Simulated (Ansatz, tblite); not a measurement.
Forces on anthraquinone (C₁₄H₈O₂) at its PBE-D4/def2-SVP geometry. Charge 0, multiplicity 1.

The xTB rows come from tblite.

GFN2-xTB (tblite), largest force 1.16 eV/Å:

```xyz
24
positions Å, forces eV/Å
O     0.162    0.436   -2.680   -0.069   -0.186    1.139
C     0.088    0.239   -1.467    0.038    0.102   -0.626
C    -1.178    0.483   -0.712   -0.096    0.000    0.158
C    -2.306    0.950   -1.412   -0.035   -0.038    0.269
C    -3.506    1.189   -0.733    0.169   -0.092    0.223
C    -3.590    0.962    0.655    0.196   -0.019   -0.219
C    -2.474    0.498    1.359   -0.003    0.049   -0.269
C    -1.262    0.255    0.684   -0.077    0.053   -0.160
C    -0.089   -0.240    1.466   -0.038   -0.102    0.626
O    -0.163   -0.439    2.680    0.069    0.186   -1.139
C     1.178   -0.484    0.711    0.096    0.000   -0.158
C     2.306   -0.950    1.411    0.035    0.038   -0.268
C     3.507   -1.188    0.733   -0.170    0.091   -0.223
C     3.591   -0.961   -0.654   -0.196    0.019    0.218
C     2.474   -0.498   -1.359    0.003   -0.050    0.269
C     1.262   -0.256   -0.685    0.077   -0.052    0.160
H    -2.206    1.116   -2.494   -0.108   -0.087    0.659
H    -4.387    1.554   -1.284    0.549   -0.228    0.347
H    -4.536    1.151    1.185    0.590   -0.117   -0.334
H    -2.505    0.311    2.442   -0.028    0.128   -0.660
H     2.206   -1.117    2.494    0.108    0.087   -0.658
H     4.387   -1.552    1.284   -0.549    0.228   -0.347
H     4.537   -1.149   -1.185   -0.590    0.117    0.334
H     2.505   -0.310   -2.442    0.028   -0.128    0.660
```

r2SCAN-D4/def2-TZVP (Ansatz), largest force 0.87 eV/Å:

```
O -0.052 -0.139 0.854
C 0.024 0.064 -0.387
C -0.231 0.053 0.090
C 0.008 -0.013 0.061
C 0.090 -0.031 0.023
C 0.092 -0.024 -0.021
C 0.016 0.006 -0.061
C -0.220 0.084 -0.095
C -0.023 -0.063 0.387
O 0.052 0.140 -0.854
C 0.231 -0.053 -0.090
C -0.008 0.014 -0.061
C -0.090 0.031 -0.022
C -0.092 0.024 0.020
C -0.016 -0.007 0.061
C 0.220 -0.083 0.095
H -0.084 -0.073 0.544
H 0.446 -0.184 0.274
H 0.479 -0.096 -0.264
H -0.018 0.104 -0.545
H 0.084 0.073 -0.544
H -0.446 0.184 -0.274
H -0.479 0.096 0.264
H 0.018 -0.104 0.545
```

PBE0-D4/def2-TZVP (Ansatz), largest force 1.48 eV/Å:

```
O -0.088 -0.238 1.462
C 0.051 0.136 -0.835
C -0.345 0.067 0.202
C 0.047 -0.055 0.227
C 0.212 -0.087 0.126
C 0.227 -0.046 -0.121
C 0.074 0.018 -0.226
C -0.319 0.135 -0.209
C -0.051 -0.136 0.835
O 0.089 0.239 -1.462
C 0.344 -0.067 -0.202
C -0.047 0.055 -0.227
C -0.213 0.087 -0.126
C -0.227 0.046 0.121
C -0.074 -0.019 0.226
C 0.320 -0.134 0.209
H -0.086 -0.078 0.575
H 0.470 -0.194 0.287
H 0.504 -0.102 -0.277
H -0.016 0.109 -0.576
H 0.086 0.078 -0.575
H -0.471 0.194 -0.288
H -0.505 0.101 0.277
H 0.016 -0.110 0.576
```
